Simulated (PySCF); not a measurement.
CH3N2S, SMILES S=C([NH])N (connectivity only; charge and spin as stated), charge -1, multiplicity 1. Geometry optimised at r2SCAN-D4/def2-SVPD. The multiplicity is an assumed one; other spin states were not compared. The isomer is the one that the SMILES or the coordinates give; other isomers of the formula were not compared. One conformer was computed; it need not be the lowest.

The numbers are results of PySCF 2.14.0 with r2SCAN-D4/def2-SVPD, not measurements.

Harmonic wavenumbers (cm⁻¹): 379, 425, 482, 539, 681, 706, 795, 1060, 1142, 1330, 1548, 1591, 3517, 3524, 3664. Rotational constants (GHz): 10.99, 5.061, 3.477; symmetry number 1.

### Question
Work out the zero-point energy and the ideal-gas rigid-rotor harmonic-oscillator thermochemistry at 298.15 K and 1 atm.

### Answer
ZPE = ½ Σ hcν = ½ × 21383 cm⁻¹ = 127.90 kJ/mol. H − E(el) = 141.57 kJ/mol. Entropy in J/(mol K): translation 162.61, rotation 104.27, vibration 17.56, total 284.45. G − E(el) = 56.76 kJ/mol. Cp = 68.99 J/(mol K).
